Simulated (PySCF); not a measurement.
From computed data to an observable: dipole moment from atomic charges

BCl2H2N, SMILES ClB(Cl)N. Atoms are numbered in the order given.

```xyz
6

B      0.0000     0.0000    -0.3493
Cl     0.0000     1.5254     0.5437
Cl     0.0000    -1.5254     0.5437
N      0.0000     0.0000    -1.7398
H      0.0000    -0.8557    -2.2805
H      0.0000     0.8557    -2.2805
```
Charge 0, spin multiplicity 1.

Geometry optimised at ωB97X-D3(BJ)/def2-SVP. The values are those of a single conformer.

Charges (e) from M06-2X/def2-TZVPD (PySCF):

| atom | IAO | ESP fit |
|---|---|---|
| B1 | 0.221 | 0.289 |
| Cl2 | -0.112 | -0.128 |
| Cl3 | -0.112 | -0.128 |
| N4 | -0.586 | -0.786 |
| H5 | 0.295 | 0.376 |
| H6 | 0.295 | 0.376 |

The dipole moment of the full density is 2.76 D.

Question: What dipole moment does each set of point charges give, and which comes closer to that of the density?

Answer: 
μ = Σ q r, and 1 e Å = 4.8032 D.
IAO: Σ q r = (0.000, 0.000, -0.525) e Å, |μ| = 2.52 D.
ESP fit: Σ q r = (0.000, 0.000, -0.588) e Å, |μ| = 2.82 D.
ESP fit comes closer in size. Point charges leave out the atoms' own dipoles (lone pairs, polarised bonds); fits to the potential absorb them, partitions of the density don't.
